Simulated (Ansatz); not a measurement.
`F[C]1([ZnH])C=CS1`, relaxed with RKS PBE0-D4/def2-TZVP in the Gaussian-basis code of Ansatz from a GFN2-xTB geometry. The force threshold is 0.005 eV/Å; the program also tests the step.

Total charge 0; spin multiplicity 1.

Start:

```xyz
9

F    -0.542   -0.216    1.843
C     0.003   -0.149    0.572
Zn    0.468   -2.077    0.285
C     0.504    1.147    0.083
C    -0.245    1.270   -1.020
S    -1.321   -0.110   -0.788
H     0.073   -3.524    0.415
H     1.319    1.728    0.475
H    -0.259    1.930   -1.863
```

Problem. How much energy does the relaxation release, and in how many steps? (Estimate.)

Solution. The calculation gave: 9.11 kcal/mol, in 14 steps, 1 of them rejected.

Problem. Which bonds change most? (Estimate.)

Solution. Computed: Zn3–H7 from 1.506 to 1.534 Å; C2–Zn3 from 2.004 to 1.978 Å; F1–C2 from 1.385 to 1.360 Å; C2–S6 from 1.898 to 1.887 Å.

Problem. Give the relaxed structure. (An estimate is asked.)

Solution. Ansatz gave: 
```xyz
9

F    -0.773    0.197    2.070
C    -0.344   -0.057    0.804
Zn    0.238   -1.883    0.311
C     0.500    0.951    0.120
C    -0.206    1.086   -1.014
S    -1.623    0.146   -0.569
H     0.720   -3.266   -0.146
H     1.471    1.330    0.414
H     0.017    1.497   -1.989
```
